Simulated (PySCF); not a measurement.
Continuum solvent and chemical shifts

Bonds (- single, = double, # triple, : aromatic): C1-N2, N2:C3, C3:C4, C4:N5, N5-C6, C6-C7, C7-C8, C8-C9, N5:C10, C10:N2, C9-C6. C1 carries H11, H12, H13; C3 carries H14; C4 carries H15; C6 carries H16; C7 carries H17, H18; C8 carries H19, H20; C9 carries H21, H22; C10 carries H23. Formal charges: N2 +1.

Total charge +1. H17, H20, H21 are cis to N5 on the ring; H18, H19, H22 are trans to N5 on the ring.

GIAO PBE0/pcSseg-1 in PySCF 2.14 on one PBE0-D3(BJ)/def2-SVP conformer, non-relativistic, equivalent nuclei averaged. Solvents enter as an IEF-PCM continuum (cyclohexane with ε = 2.0, tetrahydrofuran with ε = 7.4) around the gas-phase geometry. Shifts are referred to TMS computed in the same medium.

In cyclohexane, δ in ppm: C10 138.9, C3 131.5, C4 127.9, C6 56.7, C1 37.6, C7/C9 34.3, C8 15.6, H15 7.80, H23 7.75, H14 7.55, H16 4.44, H11/H12/H13 3.97, H18/H22 2.61, H17/H21 2.49. Dipole moment 4.61 D.

(1) How does each δ change in the more polar medium?

(2) Which nuclei move most (in ppm), and what does the model miss?

Results:

(1) 
| atoms | environment | Δδ, tetrahydrofuran |
| --- | --- | --- |
| C10 | aromatic CH between two ring heteroatoms | +1.9 |
| C3 | aromatic CH next to a ring nitrogen | +0.4 |
| C4 | aromatic CH next to a ring nitrogen | 0.0 |
| C6 | sp3 CH bonded to N | 0.0 |
| C1 | methyl carbon bonded to N | +0.4 |
| C7/C9 | sp3 CH2 in a ring | -0.1 |
| C8 | sp3 CH2 in a ring | +0.4 |
| H15 | hydrogen on an aromatic CH next to a ring nitrogen | +0.04 |
| H23 | hydrogen on an aromatic CH between two ring heteroatoms | +0.17 |
| H14 | hydrogen on an aromatic CH next to a ring nitrogen | +0.05 |
| H16 | hydrogen on an sp3 CH bonded to N | +0.17 |
| H11/H12/H13 | hydrogen on a methyl carbon bonded to N | -0.01 |
| H18/H22 | hydrogen on an sp3 CH2 in a ring | -0.11 |
| H17/H21 | hydrogen on an sp3 CH2 in a ring | +0.05 |

Changes are relative to cyclohexane. The dipole moment becomes 5.00 D in tetrahydrofuran.

(2) C10 (aromatic CH between two ring heteroatoms, +1.9 ppm) in tetrahydrofuran. A continuum only polarises the solute; specific hydrogen bonds, the anisotropy of aromatic solvents and changes of geometry or conformer are outside it, as are counter-ions.
